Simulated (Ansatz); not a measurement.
`CCC(CC(C)c1ccc(OC(C)=O)cc1)c1ccc(OC(C)=O)cc1`. Total charge 0; triplet. Geometry r2SCAN-D4/def2-SVP, that of the neutral singlet; atoms count from 1.

Cartesian coordinates in Å:
```
C 0.903 1.043 -4.408
C -0.080 0.588 -3.337
C 0.449 0.741 -1.897
C -0.647 0.359 -0.886
C -0.368 0.703 0.594
C 0.594 -0.267 1.295
C -1.679 0.802 1.352
C -2.489 -0.329 1.551
C -3.707 -0.234 2.225
C -4.129 1.003 2.715
O -5.318 1.013 3.433
C -6.264 1.976 3.204
C -7.426 1.766 4.131
O -6.155 2.848 2.384
C -3.344 2.144 2.541
C -2.130 2.029 1.859
C 1.746 -0.018 -1.706
C 2.947 0.654 -1.437
C 4.141 -0.045 -1.244
C 4.143 -1.436 -1.333
O 5.367 -2.073 -1.192
C 5.489 -3.153 -0.356
C 6.897 -3.671 -0.409
O 4.589 -3.597 0.304
C 2.967 -2.134 -1.623
C 1.784 -1.419 -1.807
H 1.826 0.443 -4.392
H 0.463 0.958 -5.414
H 1.192 2.097 -4.259
H -0.358 -0.470 -3.505
H -1.020 1.162 -3.421
H 0.675 1.815 -1.744
H -1.566 0.890 -1.190
H -0.880 -0.719 -0.977
H 0.087 1.711 0.614
H 0.692 -0.005 2.360
H 1.595 -0.254 0.844
H 0.222 -1.303 1.238
H -2.167 -1.305 1.173
H -4.339 -1.111 2.384
H -7.090 1.893 5.172
H -7.805 0.737 4.040
H -8.217 2.489 3.901
H -3.679 3.108 2.925
H -1.515 2.924 1.718
H 2.945 1.747 -1.363
H 5.078 0.475 -1.028
H 7.609 -2.858 -0.205
H 7.112 -4.040 -1.424
H 7.019 -4.482 0.318
H 2.977 -3.223 -1.693
H 0.864 -1.972 -2.025
```

Single mean-field runs in def2-TZVP are fitted with def2-universal-jkfit. At PBE0-D4/def2-TZVP a singlet of charge 0 lies 3.98 eV below the triplet at the same geometry.

(1) Estimate the Mulliken populations of the heavy atoms from the PBE0/def2-TZVP orbitals of Ansatz.

(2) Where does the spin sit?

(3) And the Mayer bond orders between heavy atoms (over 0.3)?

## Answers

(1) 
```json
{"atom": "C1", "charge (e)": "-0.38", "spin (α − β)": "0.01"}
{"atom": "C2", "charge (e)": "-0.16", "spin (α − β)": "0.03"}
{"atom": "C3", "charge (e)": "-0.06", "spin (α − β)": "-0.06"}
{"atom": "C4", "charge (e)": "-0.25", "spin (α − β)": "0.02"}
{"atom": "C5", "charge (e)": "-0.04", "spin (α − β)": "0.00"}
{"atom": "C6", "charge (e)": "-0.38", "spin (α − β)": "0.00"}
{"atom": "C7", "charge (e)": "0.26", "spin (α − β)": "0.00"}
{"atom": "C8", "charge (e)": "-0.22", "spin (α − β)": "0.00"}
{"atom": "C9", "charge (e)": "-0.22", "spin (α − β)": "0.00"}
{"atom": "C10", "charge (e)": "0.27", "spin (α − β)": "0.00"}
{"atom": "O11", "charge (e)": "-0.23", "spin (α − β)": "0.00"}
{"atom": "C12", "charge (e)": "0.29", "spin (α − β)": "0.00"}
{"atom": "C13", "charge (e)": "-0.38", "spin (α − β)": "0.00"}
{"atom": "O14", "charge (e)": "-0.31", "spin (α − β)": "0.00"}
{"atom": "C15", "charge (e)": "-0.17", "spin (α − β)": "0.00"}
{"atom": "C16", "charge (e)": "-0.22", "spin (α − β)": "0.00"}
{"atom": "C17", "charge (e)": "0.13", "spin (α − β)": "0.62"}
{"atom": "C18", "charge (e)": "-0.12", "spin (α − β)": "-0.22"}
{"atom": "C19", "charge (e)": "-0.30", "spin (α − β)": "0.60"}
{"atom": "C20", "charge (e)": "0.33", "spin (α − β)": "0.58"}
{"atom": "O21", "charge (e)": "-0.22", "spin (α − β)": "0.02"}
{"atom": "C22", "charge (e)": "0.29", "spin (α − β)": "0.03"}
{"atom": "C23", "charge (e)": "-0.38", "spin (α − β)": "0.00"}
{"atom": "O24", "charge (e)": "-0.31", "spin (α − β)": "0.02"}
{"atom": "C25", "charge (e)": "-0.17", "spin (α − β)": "-0.23"}
{"atom": "C26", "charge (e)": "-0.27", "spin (α − β)": "0.61"}
```
Mulliken values depend strongly on the basis.

(2) Summed by element: C 2.01, O 0.05, H -0.05, of 2 unpaired in all. Largest on single atoms: C17 0.62, C26 0.61, C19 0.60.

(3) C1–C2 1.01 (1.52 Å); C2–C3 1.00 (1.54 Å); C3–C4 0.99 (1.54 Å); C3–C17 0.91 (1.51 Å); C4–C5 1.00 (1.54 Å); C5–C6 1.03 (1.53 Å); C5–C7 0.86 (1.52 Å); C7–C8 1.32 (1.40 Å); C7–C16 1.36 (1.40 Å); C8–C9 1.44 (1.39 Å); C9–C10 1.41 (1.40 Å); C10–O11 0.93 (1.39 Å); C10–C15 1.41 (1.40 Å); O11–C12 1.09 (1.37 Å); C12–C13 1.01 (1.50 Å); C12–O14 2.09 (1.20 Å); C15–C16 1.42 (1.40 Å); C17–C18 1.30 (1.40 Å); C17–C26 0.89 (1.41 Å); C18–C19 1.49 (1.40 Å); C19–C20 0.96 (1.39 Å); C20–O21 0.97 (1.39 Å); C20–C25 1.34 (1.40 Å); O21–C22 1.07 (1.37 Å); C22–C23 1.01 (1.50 Å); C22–O24 2.08 (1.20 Å); C25–C26 1.51 (1.39 Å).
